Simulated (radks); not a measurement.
Task: These are the eigenvalues of the occupied orbitals of an atom or ion with whole-number occupations (eV). Calculated with a radial shooting solver on a logarithmic mesh with Libxc functionals: non-relativistic Kohn-Sham, LB94 model potential, spin-polarised, spherical densities, point nucleus.

orbital  eigenvalue
1s        -81545.45
2s        -14058.09
2p        -13564.19
3s        -3612.676
3p        -3374.891
3d        -2929.967
4s        -1047.102
4p        -941.8380
4d        -747.0591
4f        -481.9665
5s        -408.9717
5p        -369.4210

Which element is it, and in what charge state? The configuration may be excited. Open shells, if any, are filled with parallel spins first.

Result: Z = 83, bismuth, charge +15: Bi15+ in [Xe] 4f14. The list shows which subshells hold electrons but not how many an open one holds; the 1s level, -2996.7 hartree, gives Z - s = 77.4 by -(Z - s)^2/2, which with screening narrows Z to a few neighbours, and the depths of the outer levels then fix element, charge and occupations together.
